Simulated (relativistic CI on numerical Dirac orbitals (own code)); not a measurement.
## Hyperfine structure of Hf⁴⁺, mass number 177

Calculated at this level of theory: Dirac-Coulomb-Breit CI, orbitals from a KLI potential per configuration, QED by a radiative potential, valence Slater integrals scaled by 0.85, P86 correlation energy added to each configuration (own radial code, finite nucleus).

Configuration list (outside the closed core [Kr] 4d10): 4f¹⁴5s²5p⁶, 4f¹³5s²5p⁶5d, 4f¹⁴5s²5p⁵5d, 4f¹³5s²5p⁶6s, 4f¹³5s²5p⁶6p, 4f¹⁴5s²5p⁵5f, 4f¹⁴5s²5p⁵5g, 4f¹⁴5s²5p⁵6s, 4f¹³5s²5p⁶6d, 4f¹⁴5s5p⁶5d, 4f¹³5s²5p⁶7s, 4f¹³5s²5p⁶5f, 4f¹³5s²5p⁶7p. Double excitations out of closed p, d and f shells are left out; levels of such configurations are missing from the list, as are those of other unlisted configurations, and high levels can miss mixing partners.

Nuclear spin I = 7/2, μ = 0.791 μN, Q = 3.37 b (tables of Stone and Pyykkö). The electronic factors are computed for point nuclear moments, without core polarisation; leaving it out makes A of s and p electrons in near-neutral atoms 20 to 40 % too small, and it can dominate for d and f shells.

```tsv
Level	E (cm⁻¹)	A (MHz)	B (MHz)
4f¹³5s²5p⁶5d ³P°2	141975.5	228.7	-2960
4f¹³5s²5p⁶5d ³H°5	146873.5	272.9	-4750
4f¹³5s²5p⁶5d ³D°3	149930.7	253.9	-7420
4f¹³5s²5p⁶5d ³H°6	151164.6	201.3	-4750
4f¹³5s²5p⁶5d ³P°1	151382.6	417.8	-422
4f¹³5s²5p⁶5d ¹D°2	153237.4	278.3	-3410
4f¹³5s²5p⁶5d ³F°4	156290.2	243.7	-3930
4f¹³5s²5p⁶5d ³G°5	157896.2	209.9	-5410
```

Levels with J = 0, under 50 % of one LS term, or S terms without an open s electron are left out. Small factors come from cancelling terms and can be off by tens of per cent or more.

At this charge configurations can still be misplaced by up to about 7 % of their energy. Levels and lines within the n = 5 or 6 shells can be off by up to 10 % or somewhat more, and those that change n by about 2 %, since core polarisation is missing. Levels that differ in their count of f electrons can be misplaced by several ten thousand cm⁻¹, since the correlation energy of f electrons is missing or only estimated; rates across such gaps can be off by orders of magnitude.

Task: Give the hyperfine levels of 4f¹³5s²5p⁶5d ³P°2 relative to its centre of gravity.

Result: With K = F(F + 1) − I(I + 1) − J(J + 1), E = AK/2 + B[¾K(K + 1) − I(I + 1)J(J + 1)]/[2I(2I − 1)J(2J − 1)]: F = 3/2: -3646, F = 5/2: -1751, F = 7/2: 160.8, F = 9/2: 1348, F = 11/2: 859.7 MHz.

LS names give the leading component of a level, which can be under half, so a name can repeat, a term be missing and a line seem to break the LS rules.
